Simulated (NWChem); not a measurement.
System: HSeOCl; SMILES O[Se]Cl

Input file for NWChem:

```
start job
memory heap 200 mb stack 900 mb global 1100 mb
geometry units angstroms noautoz
  Se     0.391654     0.479011    -0.003712
  Cl    -0.169034    -1.638217     0.005108
  O     -1.195248     1.278721     0.083455
  H     -1.546577     1.331687    -0.816913
end
basis spherical
  Se library def2-tzvp
  Cl library def2-tzvp
  O library def2-tzvp
  H library def2-tzvp
end
dft
  xc m05-2x
  iterations 150
  mulliken
end
task dft energy
```

Structure relaxed at the PBE0/def2-SVP level.

Q: Predict the main results of this run. (M05-2X/def2-TZVP.) Quantities: energy (Ha); highest occupied level (eV); orbital gap (eV); dipole (D).

A: 
```yaml
energy (Ha): -2937.53
highest occupied level (eV): -8.20
orbital gap (eV): 7.08
dipole (D): 1.90
```
